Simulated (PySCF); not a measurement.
SMILES CC[O][In]([NH2])[OH] (C2H8InNO2) (B3LYP/def2-SVP optimised geometry):

```
14

In    -0.999     0.083     0.000
O     -1.883     1.893     0.000
H     -2.842     1.831    -0.111
O      1.010     0.083     0.000
C      1.798     1.250    -0.066
C      1.510     2.117    -1.287
H      1.692     1.865     0.852
H      2.855     0.920    -0.094
H      0.476     2.504    -1.260
H      2.190     2.985    -1.328
H      1.642     1.534    -2.214
N     -1.962    -1.709    -0.225
H     -2.855    -1.773     0.262
H     -1.390    -2.504     0.065
```

Computed with B3LYP/def2-TZVP, def2 effective core potentials past Kr (PySCF 2.14.0).

### Question
What are the frontier orbital energies and the dipole moment?

### Answer
HOMO-2 -7.55 eV, HOMO-1 -7.39 eV, HOMO -7.10 eV, LUMO -1.95 eV, LUMO+1 -0.64 eV; dipole moment 2.19 D.

On the same geometry PBE/def2-TZVP, def2 effective core potentials past Kr (PySCF) gives HOMO-2 -6.35 eV, HOMO-1 -6.19 eV, HOMO -5.84 eV, LUMO -2.48 eV, LUMO+1 -1.05 eV; dipole moment 2.07 D.
